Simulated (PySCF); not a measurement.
Cartesian coordinates in Å; atom numbers follow the order of the lines, from 1:
```xyz
17

C    -1.904    0.244   -0.523
C    -1.490   -0.918    0.375
B     0.068   -1.013    0.684
O     0.520    0.333    1.388
C     1.322    1.132    0.877
F     1.562    2.213    1.572
C     1.974    0.968   -0.348
C     1.673   -0.199   -1.034
O     0.865   -1.087   -0.626
H    -1.652    1.217   -0.070
H    -2.987    0.259   -0.721
H    -1.400    0.199   -1.503
H    -2.024   -0.863    1.339
H    -1.802   -1.877   -0.076
H     0.444   -1.916    1.408
H     2.670    1.712   -0.727
H     2.149   -0.407   -2.004
```

Geometry: PBE0-D3(BJ)/def2-SVP; GIAO shifts from PySCF 2.14.0 with density-fitted response routines, gas phase, non-relativistic, averaged over equivalent atoms.

At mPW1PW91/pcSseg-1 (193 basis functions, 27 s wall time on 1 thread of an Arm Neoverse V2, shared host):
```csv
atoms,δ (ppm)
C8,188.5
C5,178.9
C7,83.4
C2,15.9
C1,7.8
B3,11.0
O9,282.9
O4,246.4
F6,-9.0
H17,7.74
H16,4.73
H15,4.26
H10/H11/H12,0.91
H13,0.60
H14,0.57
```

Scale: $^{13}$C (σref 183.54) and $^{1}$H (σref 31.32) vs TMS; $^{11}$B (σref 100.80) vs BF3·OEt2; $^{17}$O (σref 333.30) vs H2O; CFCl3 for $^{19}$F (σref 177.88) (reference shieldings calculated alike).

**Question.** Predict the values at PBE0/pcSseg-1 on the same geometry.

**Answer.** 
| atoms | δ at PBE0/pcSseg-1 | change |
| --- | --- | --- |
| C8 | 188.4 | -0.1 |
| C5 | 178.8 | -0.1 |
| C7 | 83.3 | -0.1 |
| C2 | 16.0 | +0.1 |
| C1 | 7.5 | -0.3 |
| B3 | 10.9 | -0.1 |
| O9 | 284.0 | +1.1 |
| O4 | 247.0 | +0.6 |
| F6 | -9.1 | -0.1 |
| H17 | 7.74 | +0.00 |
| H16 | 4.74 | +0.01 |
| H15 | 4.30 | +0.04 |
| H10/H11/H12 | 0.91 | +0.00 |
| H13 | 0.61 | +0.01 |
| H14 | 0.58 | +0.01 |

References, each an isolated molecule treated in the same way: TMS for $^{13}$C (σ = 184.41 ppm), $^{1}$H (σ = 31.27 ppm); BF3·OEt2 for $^{11}$B (σ = 100.73 ppm); $^{17}$O (σ = 334.56 ppm) against H2O; CFCl3 for $^{19}$F (σ = 177.25 ppm).

The largest change is at O9 (donor oxygen of a Lewis adduct). Cost: 193 basis functions, 30 s wall time on 1 thread of an Arm Neoverse V2, shared host. The order of the carbon signals is the same at both levels.

A carbon bonded to boron is broadened by the quadrupolar boron nucleus and is often missing from a measured spectrum. Unscaled 19F shifts against computed CFCl3 carry errors that often reach 10 to 50 ppm. Unscaled 17O shifts of doubly bonded oxygen tend to come out too high, by tens of ppm or more. Experimental scales use liquid or dissolved standards, which lie at an offset from isolated H2O (liquid H2O: subtract about 36 ppm).
